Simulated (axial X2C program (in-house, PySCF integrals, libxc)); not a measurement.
**Potential curves of HfO, with spin–orbit coupling**

Calculated with an in-house relativistic program for diatomic molecules. Two-component (2c) means X2C with spin–orbit coupling and atomic mean-field two-electron Coulomb and Gaunt terms. Basis: Hf dyall-cv3z [13s14p9d7f4g], O dyall-av3z [7s6p3d2f] (cores contracted in-house); Gaussian nuclei, density fitting, unrestricted open shells. Masses: Hf 179.947 u, O 15.995 u.

State: Ω = 0 (closed shell). Energies in cm⁻¹ from the fragments at the same level (Hf + O). Fits are polynomials in 1 − R0/R over 0.85 to 1.23 times the lowest point R0.

```csv
R (Å),CCSD(T)
1.6121,-62198
1.6636,-65047
1.7150,-66361
1.7750,-66388
1.8351,-65181
1.9122,-62342
```

Correlated methods: 10 electrons correlated (number of frozen shells: Hf 5 s, 4 p, 2 d, 1 f; O 1 s), 316 virtual spin orbitals or spinors in MP2, 90 natural virtuals in coupled cluster.

The state is a single determinant with fixed occupations, the lowest that a limited PBE0 search found. The closed shell is kept restricted, so the energy runs too high when the bond is stretched far. Dissociation energies refer to the lowest single-determinant-based atoms at the same level and basis. CCSD and (T) use frozen natural virtuals with an MP2 correction for the truncation; (T) itself is uncorrected, so its De runs slightly low. The outer-core s and p shells of the metal are frozen in the correlated rows, which leaves out core–valence correlation; for alkali and alkaline-earth bonds that tends to lengthen them. The T1 diagnostic is large, a sign of multireference character. With the outer-core shells frozen, correlated bond lengths of heavy atoms tend to come out a few hundredths of an ångström too long. Coupled cluster ran on the points near the minimum only. MP2 and coupled cluster on one determinant become unreliable at the stretched end.

(1) What are Re, ωe and De at the CCSD(T) level?

## Answers

(1) At CCSD(T), 2c: Re = 1.745 Å, ωe ≈ 950 cm⁻¹, De = 8.25 eV to Hf + O; Be follows as 0.377 cm⁻¹.
